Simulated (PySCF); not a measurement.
**UHF on Sb²⁺ (antimony, charge +2)**

Configuration: [Kr] 4d10 5s1 5p1 6s1, high-spin 4P determinant (an excited configuration). All numbers are calculated (PySCF 2.14, scalar relativity through the core potential, in aug-cc-pVDZ-PP with ECP28MDF (5s4p3d, 32 functions)).

* Total energy: -237.713768 hartree
* One-electron energy: -399.6846 hartree
* Hartree (Coulomb) energy: 179.8170 hartree
* Exchange energy: -17.8462 hartree
* ⟨S²⟩: 3.7510
* ⟨L²⟩: 2.340
* Sum of ⟨r⟩: 26.27 bohr
* Sum of ⟨r²⟩: 55.17 bohr²
* Traceless quadrupole moment −½Σ⟨3z² − r²⟩ along its main axis: -6.18 e·bohr²

| shell | electrons | mean orbital energy (hartree) | spread (hartree) | rms radius, mean of both spins (bohr) |
| --- | --- | --- | --- | --- |
| 4s α | 1 | -7.42900 | 0 | 0.849 |
| 4s β | 1 | -7.39642 | 0 | 0.849 |
| 4p α | 3 | -5.49127 | 0.00875 | 0.916 |
| 4p β | 3 | -5.47133 | 0.02627 | 0.916 |
| 4d α | 5 | -2.51505 | 0.01867 | 1.09 |
| 4d β | 5 | -2.49381 | 0.03055 | 1.09 |
| 5s α | 1 | -1.44131 | 0 | 2.18 |
| 5p α | 1 | -1.04840 | 0 | 2.59 |
| 6s α | 1 | -0.49572 | 0 | 5.03 |

Energies and moments cover only the electrons outside the core potential. The outer electron is Rydberg-like, and this basis confines it to a smaller radius and binds it less than a complete one would.
